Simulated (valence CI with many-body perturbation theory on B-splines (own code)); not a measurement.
# Si VIII: electric-dipole lines

Calculated by configuration interaction combined with many-body perturbation theory (CI+MBPT): five valence electrons over a frozen Dirac-Fock core [He], a basis of 11 s, 11 p, 10 d, 8 f, 5 g, 2 h functions for each j, with the one-electron correlation potential Σ1, the two-electron term Σ2, the three-electron term Σ3, Breit, model QED; selected CI, second order for the rest, scaled by the run's own slope (own B-spline code, finite nucleus).

No measured spectrum was set against this ion. As an estimate, levels hold to about 100 cm⁻¹ or 0.05 % of their energy and the worst to 300 or 400 cm⁻¹, as in measured light ions of charge 2 to 7. Among the levels kept, up to 5700 cm⁻¹ of a level comes from second order outside the variational space, and about a tenth of that is noise between levels of different J, which matters for small intervals.

Lines 251 to 300 of 600 in falling wavelength, among levels below 1970200 cm⁻¹, chosen from the strongest by gf and those to the six lowest levels. Wavelengths and rates use the calculated energies, so an error of 300 cm⁻¹ moves a line at 345.8 Å by 0.1 % and its rate by three times that or more. Electric multipoles are in the length gauge, E1 and E2 with the static RPA response of the core. Weak lines are less certain than strong ones. Lines between different terms over intervals too small for the method are left out, as are lines whose strength nearly cancels. Where a level lies close to another of its J and parity, the split of strength between their lines is uncertain. The highest levels of a list are the least certain.

Letters in brackets count levels of one name in rising energy.

```csv
λ vac (Å),Upper,Lower,A (s⁻¹),log gf,Branch %
345.8,2s.2p3.3d 4F°_5/2 [a],2s2.2p2.3d 4F_5/2,1.49e+09,-0.80,36.7
345.2,2p5 2P°_3/2,2s.2p4 2P_3/2,8.65e+09,-0.21,32.6
344.7,2s.2p3.3d 4F°_3/2 [a],2s2.2p2.3d 4F_3/2,1.79e+09,-0.89,47.7
344.1,2s.2p3.3d 4D°_7/2 [b],2s2.2p2.3d 4D_7/2,1.73e+09,-0.61,0.4
344.1,2s.2p3.3d 4P°_5/2,2s2.2p2.3d 4P_3/2,9.63e+08,-0.99,0.1
343.6,2p5 2P°_1/2,2s.2p4 2P_1/2,7.49e+09,-0.58,27.9
343.5,2s.2p3.3p 4D_7/2 [a],2s2.2p2.3p 4D°_7/2,1.16e+09,-0.78,30.0
342.6,2s.2p3.3d 4D°_5/2 [b],2s2.2p2.3d 4D_5/2,1.47e+09,-0.81,0.4
342.4,2s.2p3.3d 4P°_5/2,2s2.2p2.3d 4P_5/2,2.24e+09,-0.63,0.3
342.0,2s.2p3.3p 2F_5/2 [a],2s2.2p2.3p 2D°_3/2 [a],2.06e+09,-0.66,1.3
340.9,2s.2p3.3s 4D°_7/2,2s2.2p2.3s 4P_5/2,3.50e+09,-0.31,4.5
340.7,2s.2p3.3p 4D_5/2 [a],2s2.2p2.3p 4D°_5/2,9.92e+08,-0.98,25.1
338.5,2p5 2P°_1/2,2s.2p4 2P_3/2,3.97e+09,-0.86,14.8
338.4,2s.2p3.3p 4F_9/2,2s2.2p2.3p 4D°_7/2,1.97e+09,-0.47,72.2
337.1,2s.2p3.3s 4D°_5/2,2s2.2p2.3s 4P_3/2,2.78e+09,-0.55,3.6
337.0,2s.2p3.3s 4D°_3/2,2s2.2p2.3s 4P_3/2,1.80e+09,-0.91,2.3
335.3,2s.2p3.3p 4F_7/2,2s2.2p2.3p 4D°_5/2,1.57e+09,-0.67,48.8
334.4,2s.2p3.3s 4D°_3/2,2s2.2p2.3s 4P_1/2,1.75e+09,-0.93,2.3
334.3,2s.2p3.3s 4D°_1/2,2s2.2p2.3s 4P_1/2,3.20e+09,-0.97,4.2
333.2,2s.2p3.3p 4F_5/2,2s2.2p2.3p 4D°_3/2,1.36e+09,-0.87,42.0
333.0,2s.2p3.3d 4S°_3/2,2s2.2p2.3d 4P_5/2,1.65e+09,-0.96,0.3
329.9,2s.2p3.3s 2D°_5/2 [a],2s2.2p2.3s 2P_3/2,1.59e+09,-0.81,1.6
326.7,2s.2p3.3p 2D_5/2 [a],2s2.2p2.3p 2P°_3/2 [a],2.87e+09,-0.56,1.6
326.1,2s.2p3.3p 2D_3/2 [a],2s2.2p2.3p 2P°_1/2 [a],2.44e+09,-0.81,1.3
323.7,2s.2p3.3p 2P_3/2 [a],2s2.2p2.3p 2S°_1/2,2.98e+09,-0.73,1.7
322.4,2s.2p3.3d 2F°_7/2,2s2.2p2.3d 2F_7/2 [a],1.28e+09,-0.80,0.3
319.7,2s.2p4 4P_5/2,2s2.2p3 4S°_3/2,3.83e+09,-0.45,99.9
317.6,2s.2p3.3d 2F°_5/2,2s2.2p2.3d 2F_5/2 [a],1.60e+09,-0.84,0.4
316.1,2s.2p4 4P_3/2,2s2.2p3 4S°_3/2,3.97e+09,-0.62,100.0
315.5,2s.2p3.3p 4P_5/2 [b],2s2.2p2.3p 4P°_5/2,1.96e+09,-0.76,24.4
314.2,2s.2p4 4P_1/2,2s2.2p3 4S°_3/2,4.06e+09,-0.92,100.0
308.1,2s.2p4 2D_5/2,2s2.2p3 2P°_3/2,1.51e+09,-0.89,14.7
307.6,2s.2p4 2D_3/2,2s2.2p3 2P°_1/2,1.08e+09,-1.21,10.3
306.5,2s2.2p2.4p 2D°_5/2,2s2.2p2.3d 2F_7/2 [a],5.46e+09,-0.34,16.1
305.9,2s2.2p2.4p 2D°_3/2,2s2.2p2.3d 2F_5/2 [a],5.52e+09,-0.51,21.1
303.6,2s2.2p2.4p 4P°_3/2,2s2.2p2.3d 4D_5/2,3.43e+09,-0.72,2.9
303.3,2s2.2p2.4p 4P°_5/2,2s2.2p2.3d 4D_7/2,4.83e+09,-0.40,4.9
300.9,2s.2p3.3p 2P_3/2 [b],2s2.2p2.3p 2P°_3/2 [a],2.11e+09,-0.94,1.1
298.6,2s2.2p2.4p 4D°_3/2,2s2.2p2.3d 4F_5/2,5.07e+09,-0.57,6.7
298.6,2s2.2p2.4p 4D°_5/2,2s2.2p2.3d 4F_7/2,5.30e+09,-0.37,7.0
298.4,2s2.2p2.4p 4D°_1/2,2s2.2p2.3d 4F_3/2,6.16e+09,-0.78,8.6
298.3,2s2.2p2.4p 4D°_7/2,2s2.2p2.3d 4F_9/2,6.00e+09,-0.19,7.8
295.9,2s2.2p2.4s 2P_3/2,2s2.2p2.3p 2D°_5/2 [b],3.16e+09,-0.78,5.4
295.9,2s.2p3.3p 4S_3/2,2s2.2p2.3p 4P°_5/2,4.25e+09,-0.65,47.9
294.4,2s.2p3.3d 4F°_9/2 [b],2s2.2p2.3d 4F_9/2,1.13e+09,-0.83,50.9
294.2,2s.2p3.3p 4S_3/2,2s2.2p2.3p 4P°_3/2,2.20e+09,-0.94,24.8
292.2,2s.2p3.3p 2P_3/2 [b],2s2.2p2.3p 2D°_5/2 [a],2.52e+09,-0.89,1.3
292.1,2s.2p3.3p 4D_7/2 [b],2s2.2p2.3p 4P°_5/2,1.15e+09,-0.93,15.9
289.7,2s.2p3.3s 4P°_3/2,2s2.2p2.3s 4P_5/2,3.63e+09,-0.74,4.4
289.6,2s.2p3.3s 4P°_5/2,2s2.2p2.3s 4P_5/2,6.17e+09,-0.33,7.5
```

**Question.** How does gf follow from A for the line at 338.4 Å?

**Answer.** gf = 1.4992 × (2J+1)_upper × A / σ², with σ = 295529 cm⁻¹ and 2J+1 = 10: gf = 0.337.
